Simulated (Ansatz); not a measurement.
Mulliken charges of `C[NH][SnH]([Cl])[Cl]` from ωB97M-V/def2-TZVPP in Ansatz (PBE0-D4/def2-TZVP geometry).

| atom | x (Å) | y (Å) | z (Å) | charge (e) |
| --- | --- | --- | --- | --- |
| C1 | -0.821 | -0.723 | 1.006 | -0.248 |
| N2 | 0.538 | -0.355 | 0.632 | -0.428 |
| Sn3 | 0.848 | 0.628 | -1.078 | 0.916 |
| Cl4 | -0.133 | -0.682 | -2.711 | -0.325 |
| Cl5 | -0.323 | 2.643 | -1.140 | -0.337 |
| H6 | -1.312 | -1.211 | 0.162 | 0.122 |
| H7 | -1.447 | 0.121 | 1.319 | 0.129 |
| H8 | -0.790 | -1.448 | 1.824 | 0.120 |
| H9 | 1.042 | 0.053 | 1.408 | 0.102 |
| H10 | 2.480 | 0.923 | -1.419 | -0.052 |

By hand: the dipole of these point charges (1 e Å = 4.8032 D).

Σ q r = (0.438, -0.111, 0.384) e Å, of length 0.593 e Å = 2.85 D.

How does the dipole of the full density compare? (An estimate is asked.)

Ansatz gave: (0.325, -0.077, 0.477) e Å, 2.80 D; the point charges give 1.02 times that, at 15° from its direction.

Point charges leave out the atoms' own dipoles, such as those of lone pairs, and Mulliken's split depends on the basis, so the close match here is no proof of good charges.
